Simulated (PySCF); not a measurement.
Compound: C3H14OSi3.
Atom-mapped SMILES: `[CH3:1][CH:2]([CH3:3])[O:4][SiH2:5][SiH2:6][SiH3:7]` (hydrogens: H8, H9, H10 on C1; H11 on C2; H12, H13, H14 on C3; H15, H16 on Si5; H17, H18 on Si6; H19, H20, H21 on Si7)

Theory: core-valence-separated Tamm–Dancoff BHandHLYP/aug-pcX-1 (pcseg-1 on H, def2-SVPD on Si) in PySCF, non-relativistic, gas phase, PBE0-D3(BJ)/def2-SVP geometry.

Computed oxygen K-edge spectrum, Gaussian lines of 0.6 eV full width, highest printed point 100; it ends one width below the last computed root. Absolute energies from this functional tend to lie a few eV below measured edges; no shift was applied.

photon energy (eV), absorption and a bar:
```
    531.5          1 
    531.6          2 
    531.7          4 #
    531.8          9 ###
    531.9         18 #####
    532.0         31 #########
    532.1         44 #############
    532.2         54 ################
    532.3         57 #################
    532.4         52 ################
    532.5         40 ############
    532.6         27 ########
    532.7         17 #####
    532.8         13 ####
    532.9         15 ####
    533.0         23 #######
    533.1         37 ###########
    533.2         53 ################
    533.3         68 ####################
    533.4         80 ########################
    533.5         87 ##########################
    533.6         90 ###########################
    533.7         90 ###########################
    533.8         88 ##########################
    533.9         86 ##########################
    534.0         90 ###########################
    534.1        100 ##############################
```

Question: Assign the maxima to core holes.

Answer: 2 maxima:
- 532.3 eV: O4 (silyl ether oxygen), 532.28 eV, f = 0.010, 100 % of the height at the exact maximum
- 533.6 eV: O4 (silyl ether oxygen), 533.75 eV, f = 0.011, 63 % of the height at the exact maximum; O4 (silyl ether oxygen), 533.35 eV, f = 0.010, 32 % of the height at the exact maximum

Roots within 0.03 eV on the same or equivalent atoms count as one line; shares under 12 % aren't listed.

Vibrational structure and lifetime widths aren't in the curve. The ionisation threshold wasn't computed; near and above it a finite basis only mimics Rydberg series and continuum.

The run took 44 s wall on one thread of an Arm Neoverse V2, no GPU, shared host with 32 logical CPUs at a one-minute load of 19, and the process peaked at 1.2 GiB of memory.

The values belong to the conformer `[CH3:1][CH:2]([CH3:3])[O:4][SiH2:5][SiH2:6][SiH3:7]`: C1–C2–O4–Si5 85°, C2–O4–Si5–Si6 179°, O4–Si5–Si6–Si7 21°.
